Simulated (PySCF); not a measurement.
Computed shifts of a molecule C6H8, B3LYP/pcSseg-1 in PySCF, GIAO, gas phase, equivalent atoms averaged, in ppm (number of nuclei): ¹³C: 228.5 (1), 104.5 (1), 81.5 (1), 15.5 (1), 10.5 (2). ¹H: 5.25 (2), 4.75 (1), 1.37 (1), 1.03 (2), 0.49 (2). References: ¹³C against TMS (σ = 181.3 ppm); ¹H against TMS (σ = 31.68 ppm), references at their B3LYP-D3(BJ)/def2-TZVP geometries, non-relativistic. Geometry optimised at PBE0-D3(BJ)/def2-SVP. Other conformers were not sampled.

Task: Which structure fits?
A) C=C=C/C=C/C
B) CC1=CC=CC1
C) C=C=CC1CC1
D) C#C/C=C\CC

Result: C, C=C=CC1CC1
